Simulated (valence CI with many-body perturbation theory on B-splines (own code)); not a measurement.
The numbers below are computed, except where a source is named.
# Cs²⁴⁺ in three bases

Method: relativistic CI+MBPT: three valence electrons over a frozen Dirac-Fock core [Ar] 3d10, a basis of 9 s, 9 p, 8 d, 6 f, 3 g, 1 h functions for each j, with the one-electron correlation potential Σ1 (screened to all orders), the two-electron term Σ2, the three-electron term Σ3, Breit, model QED; selected single and double excitations, second order for the rest, scaled by the run's own slope (own B-spline code, finite nucleus).

No measured levels were compared; by estimate levels hold to about 250 cm⁻¹ or 0.2 % of their energy and the worst to 1 %, as in measured heavy ions of charge 2 to 7; those with d or f electrons hold less well.

The reference run has the lowest level (4s^2 4p1/2) J=1/2 and an ionisation energy of 791.955 eV. Its largest variational space holds 9445 state functions.

Levels are named by their leading jj configuration (3d3/2^4 stands for four electrons in 3d with j = 3/2), which in mixed levels can hold well under half, so a name can repeat and another be missing. Letters in brackets count levels of one name in rising energy.

Changed runs:
A. basis 6 s, 6 p, 5 d, 3 f, 1 g
B. basis 5 s, 5 p, 4 d, 2 f

Excitation energies of the reference run in cm⁻¹, and shifts in cm⁻¹:

| Level | Reference | A | B |
| --- | --- | --- | --- |
| (4s^2 4p3/2) J=3/2 | 155038 | -15 | -16 |
| (4s 4p1/2^2) J=1/2 | 416485 | -74 | -237 |
| (4s 4p1/2 4p3/2) J=3/2 [a] | 521855 | -151 | -507 |
| (4s 4p1/2 4p3/2) J=5/2 | 558393 | -76 | -213 |
| (4s 4p1/2 4p3/2) J=3/2 [b] | 618218 | +40 | +261 |
| (4s 4p1/2 4p3/2) J=1/2 | 648708 | +105 | +504 |
| (4s 4p3/2^2) J=5/2 | 704764 | -64 | -132 |
| (4s 4p3/2^2) J=1/2 | 803879 | +142 | +723 |
| (4s 4p3/2^2) J=3/2 | 810803 | +91 | +472 |
| (4s^2 4d3/2) J=3/2 | 924595 | +203 | +1092 |
| (4s^2 4d5/2) J=5/2 | 952134 | +189 | +1052 |
| (4p1/2^2 4p3/2) J=3/2 | 1058960 | -20 | -6.5 |
| Ionisation energy (eV) | 791.955 | -0.019 | -0.067 |
